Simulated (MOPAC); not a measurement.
A run for MOPAC: PM7 on C2H4O2Se (a complex), monomers drawn apart or pushed together.

```
PM7 1SCF PRECISE CHARGE=0 THREADS=1
C2H4O2Se

O      1.17233264 1    -0.93719069 1     1.04970580 1
Se    -0.27466788 1    -0.30141804 1     1.37508466 1
O     -0.31724838 1     1.30349628 1     1.21316146 1
C      0.69110013 1    -0.19319723 1     5.69129070 1
C     -0.56752140 1     0.19447523 1     5.87216540 1
H      1.01578228 1    -1.20183058 1     5.91498069 1
H      1.44541324 1     0.48494199 1     5.31154087 1
H     -0.88776660 1     1.20373030 1     5.64463349 1
H     -1.32100859 1    -0.48248814 1     6.25659494 1
```

Program output:

```
*******************************************************************************
 **                                                                           **
 **                              MOPAC v23.2.5                                **
 **                                                                           **
 *******************************************************************************
 ** MOPAC's Digital Object Identifier: https://doi.org/10.5281/zenodo.6511958 **
 **                                                                           **
 ** Please cite the open-source release paper for use of this MOPAC version:  **
 ** J. E. Moussa and J. J. P. Stewart (2026)                                  **
 ** MOPAC: An open-source semiempirical molecular orbital program             **
 ** J. Open Source Softw., 11(119), 8025, https://doi.org/10.21105/joss.08025 **
 *******************************************************************************

                              PM7 CALCULATION RESULTS

 *******************************************************************************
 *  PM7        - The PM7 Hamiltonian to be used
 *
 *
 *
 *                 CHARGE ON SYSTEM = 0
 *
 *
 *
 *  PRECISE    - TIGHTER CRITERIA TO BE USED
 *  1SCF       - DO 1 SCF AND THEN STOP
 *  THREADS=1  - MULTI-THREADING NOT USED
 *  T=         - A TIME OF 172800.0 SECONDS REQUESTED
 *  DUMP=N     - RESTART FILE WRITTEN EVERY 7200.0 SECONDS REQUESTED
 *******************************************************************************
PM7 1SCF PRECISE CHARGE=0 THREADS=1
 C2H4O2Se

   ATOM   CHEMICAL          X               Y               Z
  NUMBER   SYMBOL      (ANGSTROMS)     (ANGSTROMS)     (ANGSTROMS)

     1       O          1.17233264  *  -0.93719069  *   1.04970580  *
     2      Se         -0.27466788  *  -0.30141804  *   1.37508466  *
     3       O         -0.31724838  *   1.30349628  *   1.21316146  *
     4       C          0.69110013  *  -0.19319723  *   5.69129070  *
     5       C         -0.56752140  *   0.19447523  *   5.87216540  *
     6       H          1.01578228  *  -1.20183058  *   5.91498069  *
     7       H          1.44541324  *   0.48494199  *   5.31154087  *
     8       H         -0.88776660  *   1.20373030  *   5.64463349  *
     9       H         -1.32100859  *  -0.48248814  *   6.25659494  *



          CARTESIAN COORDINATES

    NO.       ATOM           X           Y           Z

     1         O          1.1723     -0.9372      1.0497
     2        Se         -0.2747     -0.3014      1.3751
     3         O         -0.3172      1.3035      1.2132
     4         C          0.6911     -0.1932      5.6913
     5         C         -0.5675      0.1945      5.8722
     6         H          1.0158     -1.2018      5.9150
     7         H          1.4454      0.4849      5.3115
     8         H         -0.8878      1.2037      5.6446
     9         H         -1.3210     -0.4825      6.2566

 General Reference for PM7:
 "Optimization of Parameters for Semiempirical Methods VI: More Modifications to the
 NDDO Approximations and Re-optimization of Parameters", J. J. P. Stewart, J. Mol. Mod., 1:32, 19 (2013)
 https://link.springer.com/article/10.1007/s00894-012-1667-x

           Empirical Formula: C2 H4 O2 Se  =     9 atoms



      MOLECULAR POINT GROUP   :   C1


      RHF CALCULATION, NO. OF DOUBLY OCCUPIED LEVELS = 15


 -------------------------------------------------------------------------------
 PM7 1SCF PRECISE CHARGE=0 THREADS=1
 C2H4O2Se



     1SCF WAS SPECIFIED, SO BFGS WAS NOT USED
     SCF FIELD WAS ACHIEVED


                              PM7 CALCULATION
                                                       MOPAC v23.2.5 Linux




          FINAL HEAT OF FORMATION =        -20.19383 KCAL/MOL =     -84.49099 KJ/MOL


          COSMO AREA              =        142.61 SQUARE ANGSTROMS
          COSMO VOLUME            =        123.60 CUBIC ANGSTROMS

          IONIZATION POTENTIAL    =          8.963163 EV
          HOMO LUMO ENERGIES (EV) =         -8.963 -1.443
          NO. OF FILLED LEVELS    =         15
          MOLECULAR WEIGHT        =        139.0124         POINT GROUP:  C1

          MOLECULAR DIMENSIONS (Angstroms)

            Atom       Atom       Distance
            H     9    O     1     5.79096
            H     6    O     3     4.26736
           Se     2    H     7     2.54920


          SCF CALCULATIONS        =          1





   ATOM   CHEMICAL          X               Y               Z
  NUMBER   SYMBOL      (ANGSTROMS)     (ANGSTROMS)     (ANGSTROMS)

     1       O          1.17233264  *  -0.93719069  *   1.04970580  *
     2      Se         -0.27466788  *  -0.30141804  *   1.37508466  *
     3       O         -0.31724838  *   1.30349628  *   1.21316146  *
     4       C          0.69110013  *  -0.19319723  *   5.69129070  *
     5       C         -0.56752140  *   0.19447523  *   5.87216540  *
     6       H          1.01578228  *  -1.20183058  *   5.91498069  *
     7       H          1.44541324  *   0.48494199  *   5.31154087  *
     8       H         -0.88776660  *   1.20373030  *   5.64463349  *
     9       H         -1.32100859  *  -0.48248814  *   6.25659494  *

                             CARTESIAN COORDINATES

   1    O        1.172332640    -0.937190690     1.049705800
   2   Se       -0.274667880    -0.301418040     1.375084660
   3    O       -0.317248380     1.303496280     1.213161460
   4    C        0.691100130    -0.193197230     5.691290700
   5    C       -0.567521400     0.194475230     5.872165400
   6    H        1.015782280    -1.201830580     5.914980690
   7    H        1.445413240     0.484941990     5.311540870
   8    H       -0.887766600     1.203730300     5.644633490
   9    H       -1.321008590    -0.482488140     6.256594940


           Empirical Formula: C2 H4 O2 Se  =     9 atoms



      MOLECULAR POINT GROUP   :   C1


                  EIGENVALUES
 -27.03663 -26.94474 -25.54136 -20.57774 -20.19298 -16.44469 -14.42981 -12.26087
 -12.22519 -12.19993 -11.99982 -10.89241  -9.84319  -9.63680  -8.96316  -1.44290
   0.58897   0.87399   1.51086   5.34279   5.49338   6.27410   6.31705   6.37682


              NET ATOMIC CHARGES AND DIPOLE CONTRIBUTIONS

  ATOM NO.   TYPE          CHARGE      No. of ELECS.   s-Pop       p-Pop
    1          O          -0.728300        6.7283     1.91273     4.81557
    2         Se           1.457004        4.5430     1.90684     2.63615
    3          O          -0.728810        6.7288     1.91269     4.81612
    4          C          -0.273982        4.2740     1.10022     3.17377
    5          C          -0.294025        4.2940     1.09872     3.19530
    6          H           0.138439        0.8616     0.86156
    7          H           0.149565        0.8504     0.85043
    8          H           0.145917        0.8541     0.85408
    9          H           0.134190        0.8658     0.86581
 DIPOLE           X         Y         Z       TOTAL
 POINT-CHG.    -4.780    -3.333     1.659     6.059
 HYBRID         0.959     0.657    -0.299     1.200
 SUM           -3.822    -2.676     1.360     4.860


          ATOMIC ORBITAL ELECTRON POPULATIONS

     Atom    s        px        py        pz
    1  O   1.91273   1.50492   1.73322   1.57743
    2 Se   1.90684   0.92635   0.83375   0.87605
    3  O   1.91269   1.85583   1.36907   1.59122
    4  C   1.10022   1.04744   1.11841   1.00791
    5  C   1.09872   1.05085   1.12060   1.02386
    6  H   0.86156
    7  H   0.85043
    8  H   0.85408
    9  H   0.86581

 **********************
 *                    *
 * JOB ENDED NORMALLY *
 *                    *
 **********************




 == MOPAC DONE ==
```

The run finished.

Cost: roughly 0.04 core-seconds.
